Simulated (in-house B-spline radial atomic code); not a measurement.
The numbers below are computed, except where a source is named.
Correlation energy from the adiabatic connection: −Z/r, Z = 7.65, wall at 4.83 bohr

Two electrons in a singlet, external potential −Z/r, Z = 7.65, wall at 4.83 bohr (atomic units). Full CI in B-splines (partial waves to l = 8, correlation up to 0.6 % small) with the density held fixed gives W(λ) = <V_ee>_λ − U, and E_c is the integral of W(λ) − W(0) from 0 to 1.

```json
{"λ": "0", "W(λ) − W(0) (hartree)": "0.00000"}
{"λ": "0.02", "W(λ) − W(0) (hartree)": "-0.00187"}
{"λ": "0.05", "W(λ) − W(0) (hartree)": "-0.00466"}
{"λ": "0.12", "W(λ) − W(0) (hartree)": "-0.01114"}
{"λ": "0.25", "W(λ) − W(0) (hartree)": "-0.02305"}
{"λ": "0.4", "W(λ) − W(0) (hartree)": "-0.03661"}
{"λ": "0.6", "W(λ) − W(0) (hartree)": "-0.05437"}
{"λ": "0.8", "W(λ) − W(0) (hartree)": "-0.07180"}
{"λ": "1", "W(λ) − W(0) (hartree)": "-0.08889"}
```

Integrate the table by the trapezoid rule.

The strips give -0.00002, -0.00010, -0.00055, -0.00222, -0.00447, -0.00910, -0.01262, -0.01607, which sum to -0.04515 hartree. The direct value, W(1) − W(0) + T_c with T_c = 0.04372, is -0.04517; the curve is convex, so chords lie above it and the trapezoids fall short in size by 0.05 %.

Now use only three numbers: W(0) = -4.5585, the initial slope W'(0) = -0.09335 (extrapolated from the first points) and the strong-coupling limit of the point-charge-plus-continuum model, W∞ = -6.4723. What do second-order theory and the interpolation W(λ) = W∞ + (W(0) − W∞)/√(1 + 2χλ) of Seidl, Perdew and Levy give?

Second order keeps the slope alone: E_c = W'(0)/2 = -0.04668, +3 % in size against -0.04517. Matching the slope fixes χ = W'(0)/(W∞ − W(0)) = -0.09335/(-1.91380) = 0.04878. Integrating, with s = √(1 + 2χ) = 1.047642, E_c = −(W(0) − W∞)(s − 1)/(s + 1) = −1.91380 × 0.047642/2.047642 = -0.04453 hartree, -1.4 % in size against the full result. At λ = 1 the formula gives W − W(0) = -0.08703 against -0.08889. Part of the miss can come from the model's W∞.
